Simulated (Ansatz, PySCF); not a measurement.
C4H2F2, SMILES C#C/C(=C\F)F.

The structure is a stationary point at PBE0-D3(BJ)/def2-SVP. The structure was generated by enumeration; whether it is a known compound was not checked.

Vertical ionisation energy (IE) and electron affinity (EA) in eV. Rows of orbital energies are one-electron estimates. Where ΔSCF, EOM or ADC give a negative EA the extra electron is unbound and the value depends on the basis.

| level | IE | EA |
|---|---|---|
| −ε(HOMO), −ε(LUMO), HF/def2-TZVP (PySCF) | 9.71 | -2.57 |
| −ε(HOMO), −ε(LUMO), PBE/def2-TZVP (PySCF) | 6.00 | 2.00 |
| ΔSCF, PBE0/def2-SVPD (Ansatz), final states of multiplicity 2 and 2 | 9.46 | -0.77 |
| ΔSCF, PBE/def2-SVPD (Ansatz), final states of multiplicity 2 and 2 | 9.28 | -0.82 |

### Question
What vertical singlet–triplet gap does ΔSCF give with PBE0/def2-SVPD (Ansatz, an electronic-structure program) and with PBE/def2-SVPD (Ansatz)? (An estimate is asked for; the answer gives what the named calculation found.)

### Answer
3.29 and 3.30 eV (triplet above singlet where positive).
